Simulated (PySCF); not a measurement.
Job file and geometry (Å, from PBE0-D3(BJ)/def2-SVP) of a spin–spin coupling run on `CO[CH2][GeH2][GeH2][GeH3]`, C2H12Ge3O, B3LYP/pcJ-1 Ge:pcSseg-1 indirect spin-spin coupling, non-relativistic, gas phase in PySCF 2.14.0, density-fitted response routines; density fitting, a coarse starting grid and PySCF grid level 2 are the driver's defaults:

```
$ OMP_NUM_THREADS=1 python probes_run.py task.json out

{"job": {"kind": "j", "xc": "B3LYP", "basis": "pcJ-1"}, "charge": 0, "multiplicity": 1}
C     -1.759103    -1.616281    -0.187961
O     -1.040066    -0.448600     0.077049
C     -1.042222    -0.076479     1.429735
Ge     0.064356     1.560462     1.591752
Ge     1.205260     1.710833    -0.537526
Ge     1.929915    -0.529450    -1.115285
H     -1.674859    -1.825806    -1.263369
H     -1.356275    -2.480825     0.375771
H     -2.829648    -1.504001     0.071246
H     -2.072293     0.116771     1.790129
H     -0.618611    -0.878034     2.067235
H      1.064365     1.393403     2.755335
H     -0.824369     2.783296     1.898600
H      2.402962     2.681195    -0.450411
H      0.242250     2.241871    -1.616535
H      1.944880    -1.417322     0.145715
H      0.978610    -1.157291    -2.149783
H      3.357531    -0.533507    -1.705771
```

**Question.** Write the output of this run.

**Answer.** 
```
coarse grid: 67456 points
cycle   1  E = -6388.9998801355  dE = -1.759e+00  |g| = 1.608e+00  |ddm| = 3.631e+00
cycle   2  E = -6388.8451897062  dE =  1.547e-01  |g| = 1.773e+00  |ddm| = 1.797e+00
cycle   3  E = -6389.1517596542  dE = -3.066e-01  |g| = 3.326e-01  |ddm| = 1.344e+00
cycle   4  E = -6389.1693200057  dE = -1.756e-02  |g| = 1.090e-01  |ddm| = 2.646e-01
cycle   5  E = -6389.1707705412  dE = -1.451e-03  |g| = 1.588e-02  |ddm| = 7.879e-02
cycle   6  E = -6389.1708240464  dE = -5.351e-05  |g| = 3.931e-03  |ddm| = 2.080e-02
cycle   7  E = -6389.1708283703  dE = -4.324e-06  |g| = 1.199e-03  |ddm| = 4.826e-03
final grid: 137208 points
cycle   8  E = -6389.1706855579  dE =  1.428e-07  |g| = 1.684e-03  |ddm| = 3.552e-03
cycle   9  E = -6389.1706849550  dE =  6.029e-07  |g| = 2.410e-03  |ddm| = 3.269e-03
cycle  10  E = -6389.1706861341  dE = -1.179e-06  |g| = 8.394e-05  |ddm| = 1.923e-03
cycle  11  E = -6389.1706861357  dE = -1.504e-09  |g| = 2.182e-05  |ddm| = 8.192e-05
cycle  12  E = -6389.1706861357  dE = -6.730e-11  |g| = 3.111e-06  |ddm| = 1.493e-05
converged SCF energy = -6389.1706861357

Indirect spin-spin couplings (Hz)
  i      j    bonds     total        FC       PSO       DSO        SD
  0 C    1 O    1     24.609    24.679     0.074    -0.143         -
  0 C    2 C    2     -3.813    -3.457    -0.375     0.019         -
  0 C    6 H    1    150.277   149.198     0.226     0.853         -
  0 C    7 H    1    144.269   143.127     0.260     0.882         -
  0 C    8 H    1    144.499   143.376     0.270     0.853         -
  0 C    9 H    3      2.493     2.398     0.013     0.082         -
  0 C   10 H    3      3.046     2.930    -0.001     0.117         -
  0 C   11 H    4      1.681     1.839     0.219    -0.377         -
  0 C   12 H    4      0.887     1.014     0.212    -0.340         -
  0 C   13 H    5     -0.392    -0.086     0.202    -0.508         -
  0 C   15 H    6      0.199     0.022    -0.034     0.211         -
  0 C   16 H    6      0.490     0.242    -0.122     0.370         -
  0 C   17 H    6     -0.383    -0.080     0.148    -0.451         -
  1 O    2 C    1     27.973    28.155     0.015    -0.197         -
  1 O    6 H    2    -13.709   -12.998    -0.672    -0.039         -
  1 O    7 H    2     -3.044    -2.359    -0.724     0.039         -
  1 O    8 H    2     -3.241    -2.561    -0.734     0.054         -
  1 O    9 H    2     -3.548    -2.699    -0.814    -0.035         -
  1 O   10 H    2     -3.476    -2.629    -0.797    -0.051         -
  1 O   11 H    3     -8.630    -8.826    -0.085     0.281         -
  1 O   12 H    3     -2.581    -2.700    -0.073     0.193         -
  1 O   13 H    4     -4.583    -4.875    -0.058     0.350         -
  1 O   14 H    4     -0.181    -0.163     0.161    -0.179         -
  1 O   15 H    5     -0.890    -0.800     0.177    -0.267         -
  1 O   16 H    5     -2.229    -2.122     0.190    -0.297         -
  1 O   17 H    5     -3.613    -3.903    -0.028     0.317         -
  2 C    6 H    3     13.909    13.791     0.539    -0.421         -
  2 C    7 H    3      3.024     2.821     0.009     0.194         -
  2 C    8 H    3      2.504     2.321     0.024     0.159         -
  2 C    9 H    1    147.480   145.805     0.240     1.435         -
  2 C   10 H    1    146.818   145.118     0.229     1.472         -
  2 C   11 H    2     11.010    11.398    -0.025    -0.363         -
  2 C   12 H    2      8.691     9.112    -0.013    -0.408         -
  2 C   13 H    3      3.400     3.908     0.172    -0.680         -
  2 C   14 H    3     -0.492    -0.400     0.068    -0.160         -
  2 C   15 H    4      0.363     0.070    -0.116     0.409         -
  2 C   16 H    4      0.236     0.174     0.124    -0.062         -
  2 C   17 H    4     -0.707    -0.368     0.156    -0.496         -
  6 H    7 H    2    -11.862   -12.212     2.365    -2.014         -
  6 H    8 H    2    -11.751   -12.035     2.412    -2.128         -
  6 H    9 H    4     -0.165    -0.400     1.675    -1.439         -
  6 H   11 H    5     -0.554     0.088     0.854    -1.495         -
  6 H   12 H    5     -0.292     0.180     0.764    -1.236         -
  6 H   13 H    6     -0.790     0.352     0.577    -1.719         -
  6 H   14 H    6      0.350     0.008    -0.127     0.469         -
  6 H   15 H    7      0.366    -0.001    -0.068     0.435         -
  6 H   16 H    7      1.368    -0.088    -1.419     2.875         -
  6 H   17 H    7     -1.152    -0.022     0.346    -1.476         -
  7 H    8 H    2     -8.781    -9.088     2.297    -1.991         -
  7 H    9 H    4      1.373     1.032     0.605    -0.264         -
  7 H   10 H    4      1.121     0.501    -1.442     2.062         -
  7 H   11 H    5     -0.421    -0.121     0.399    -0.699         -
  7 H   12 H    5     -0.638    -0.019     0.828    -1.447         -
  7 H   13 H    6     -0.956     0.062     0.665    -1.683         -
  7 H   15 H    7      0.998     0.021    -0.780     1.758         -
  7 H   16 H    7      0.726     0.000    -0.206     0.932         -
  7 H   17 H    7     -1.061    -0.032     0.426    -1.456         -
  8 H    9 H    4      0.951     0.449    -1.299     1.801         -
  8 H   10 H    4      1.342     0.995     0.605    -0.258         -
  8 H   11 H    5     -0.764    -0.149     0.774    -1.389         -
  8 H   12 H    5     -0.274    -0.058     0.374    -0.590         -
  8 H   13 H    6     -0.530     0.425     0.752    -1.707         -
  8 H   14 H    6      0.162    -0.013     0.366    -0.191         -
  8 H   15 H    7      0.299    -0.013     0.782    -0.470         -
  8 H   16 H    7      0.501    -0.025     0.665    -0.139         -
  8 H   17 H    7     -0.917    -0.063     0.797    -1.651         -
  9 H   10 H    2     -9.813   -11.041     1.951    -0.723         -
  9 H   11 H    3      1.594     2.770     0.852    -2.028         -
  9 H   12 H    3      4.127     3.831    -0.366     0.663         -
  9 H   13 H    4     -1.437     0.001     0.892    -2.329         -
  9 H   15 H    5      0.303    -0.036     0.794    -0.455         -
  9 H   16 H    5      0.203     0.181     0.831    -0.809         -
  9 H   17 H    5     -0.986     0.058     0.866    -1.910         -
 10 H   11 H    3      3.622     3.176    -0.457     0.904         -
 10 H   12 H    3      4.814     6.433     1.158    -2.776         -
 10 H   13 H    4     -1.618    -0.278     0.692    -2.032         -
 10 H   14 H    4     -0.912    -0.117     0.906    -1.701         -
 10 H   15 H    5      1.386     0.019    -1.054     2.421         -
 10 H   17 H    5     -1.075     0.018     0.448    -1.541         -
 11 H   12 H    2     11.285    13.875     0.959    -3.550         -
 11 H   13 H    3     -1.033    -0.908     0.027    -0.151         -
 11 H   14 H    3     11.538    14.208     0.967    -3.637         -
 11 H   15 H    4      0.704    -0.062    -0.382     1.148         -
 11 H   16 H    4     -1.484    -0.188     0.562    -1.859         -
 11 H   17 H    4     -0.980    -0.234     0.281    -1.027         -
 12 H   13 H    3     -1.252    -0.336     0.324    -1.240         -
 12 H   14 H    3     -0.097     0.039     0.011    -0.146         -
 12 H   15 H    4     -1.631    -0.175     0.625    -2.082         -
 12 H   16 H    4      0.817     2.026     0.575    -1.784         -
 12 H   17 H    4      2.153     3.704     0.632    -2.183         -
 13 H   14 H    2      7.407     9.752     0.971    -3.315         -
 13 H   15 H    3      0.631     2.153     0.535    -2.058         -
 13 H   16 H    3      6.904     9.231     0.829    -3.156         -
 13 H   17 H    3      0.887     0.652    -0.073     0.308         -
 14 H   15 H    3      9.160    11.510     0.853    -3.203         -
 14 H   16 H    3      1.776     1.415    -0.198     0.559         -
 14 H   17 H    3      0.140     1.669     0.559    -2.087         -
 15 H   16 H    2      4.833     7.463     0.902    -3.532         -
 15 H   17 H    2      8.878    11.375     0.963    -3.460         -
 16 H   17 H    2      9.925    12.568     1.018    -3.662         -
```

Size and cost of the density-fitted run: 324 basis functions, 6.1 min wall time on 1 thread of an Arm Neoverse N1, shared host; peak memory 1.7 GiB.
